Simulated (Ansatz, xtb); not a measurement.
## Two isomers of C3HBrFNS

Structure I: `Fc1scnc1Br`, a singlet. Structure II: `Fc1csc(Br)n1`, a singlet. Both are isolated molecules in the gas phase, relaxed with r2SCAN-D4/def2-SVP.

Quicker runs give these differences E(II) − E(I): GFN2-xTB −16.4 kJ/mol; HF/STO-3G −12.9 kJ/mol (at GFN2-xTB geometries); r2SCAN-D4/def2-SVP//GFN2-xTB −36.6 kJ/mol.

Estimate E(II) − E(I) at the level CCSD(T)/def2-SVP + ΔMP2/def2-TZVPP.

Calculated at CCSD(T)/def2-SVP + ΔMP2/def2-TZVPP: E(II) − E(I) = −33.7 kJ/mol, so structure II lies lower.

The same difference at several levels:

```csv
level,geometry,E(II) − E(I) (kJ/mol),departure from the last row (kJ/mol),"job, with rough time for the two"
GFN2-xTB,GFN2-xTB,−16.4,+17.4,"optimisation, 0.15 s"
HF/STO-3G,GFN2-xTB,−12.9,+20.8,"single point, 0.8 s"
r2SCAN-D4/def2-SVP//GFN2-xTB,GFN2-xTB,−36.6,−2.9,"single point, 7.8 s"
r2SCAN-D4/def2-SVP,r2SCAN-D4/def2-SVP,−35.3,−1.6,"optimisation, 58 s"
HF/def2-SVP,r2SCAN-D4/def2-SVP,−38.8,−5.1,part of the CCSD(T) run
MP2/def2-SVP,r2SCAN-D4/def2-SVP,−35.4,−1.7,part of the CCSD(T) run
CCSD(T)/def2-SVP,r2SCAN-D4/def2-SVP,−33.2,+0.5,single point
CCSD(T)/def2-SVP + ΔMP2/def2-TZVPP,r2SCAN-D4/def2-SVP,−33.7,,"single point, 1.9 min"
```

As drawn, both hold the same kinds of bond in the same numbers.

The levels shown agree on the order. The largest departure from CCSD(T)/def2-SVP + ΔMP2/def2-TZVPP is that of HF/STO-3G, 20.8 kJ/mol. The last row adds to CCSD(T) the change of the MP2 difference between the two basis sets, here −0.5 kJ/mol.

With thermal terms from frequencies at re-optimised GFN2-xTB minima (ideal gas, soft modes damped towards free rotors, one conformer each, 298.15 K, 1 atm): on the last row, ΔE + ΔZPE = −33.6, ΔH = −33.8, ΔG = −33.4 kJ/mol.

The correlated steps freeze 19 core orbitals; the filled d shell of Br is correlated, in a basis made for valence electrons. Programs: Ansatz 0.2.0, xtb 6.7.1; the last row on 2 threads of Arm Neoverse V1 on a shared host.
